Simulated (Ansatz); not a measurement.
```yaml
crystal:
  periodic: [false, false, false]
  atoms:
    - {symbol: Cl, position_ang: [-0.101753, -2.743410, 0.480814]}
    - {symbol: B, position_ang: [-0.099861, -1.050422, 0.152787]}
    - {symbol: O, position_ang: [-1.040305, -0.245578, -0.364586]}
    - {symbol: Si, position_ang: [0.342185, 0.776457, -0.031973]}
    - {symbol: H, position_ang: [0.900409, 1.382899, -1.262298]}
    - {symbol: H, position_ang: [0.041323, 1.815955, 0.978956]}
basis:
  gaussian: {orbitals: cc-pVDZ}
total_charge: 1
magnetization: {spin_polarized: true, initial_magnetization: 1}
hamiltonian: {xc: {name: revPBE}}
output: {forces: true}
```

```sh
$ ansatz run in.yaml --threads 2 --pin off --events-out ev --progress --plain --max-ram 4352MiB
```

It prints (some lines left out):

```
Functional definition: revPBE
907 factors; their error is unknown
mean field evaluation 1: about -23129.1618 eV, gradient 5.9e1 eV
mean field evaluation 2: about -22976.5163 eV, gradient 1.5e2 eV
mean field evaluation 4: about -23133.0024 eV, gradient 4.0e1 eV
mean field evaluation 8: about -23143.7279 eV, gradient 2.5e-1 eV
mean field evaluation 16: about -23143.6831 eV, gradient 4.4e-4 eV
mean field -23143.68313881 eV, -850.5146679995 hartree, gradient 3.5e-5 eV, S^2 0.751645; 2 other end points of the search recorded, 0 dependent functions left out
reference -23143.68317816 eV, -850.5146694456 hartree; 23, 22 occupied and 51, 52 virtual orbitals, 907 factors
Total energy: -23143.68317816 eV, -850.5146694456 hartree
Atom 0 at    -0.101753    -2.743410     0.480814 Å, force     0.636165     0.807340     0.087484 eV/Å
Atom 1 at    -0.099861    -1.050422     0.152787 Å, force    -1.985268    -4.689824     0.147374 eV/Å
Atom 2 at    -1.040305    -0.245578    -0.364586 Å, force     0.183011    -0.012174     0.072710 eV/Å
Atom 3 at     0.342185     0.776457    -0.031973 Å, force     0.591366     4.343183    -0.615129 eV/Å
Atom 4 at     0.900409     1.382899    -1.262298 Å, force     0.481354    -0.322348    -0.351821 eV/Å
Atom 5 at     0.041323     1.815955     0.978956 Å, force     0.093372    -0.126177     0.659382 eV/Å
Dipole moment:     0.399453     0.644951     0.028152 e Å
```

It took 1.9 s on 2 threads of an Arm Neoverse V2 on a shared host, with 0.13 GiB of host memory at the peak.
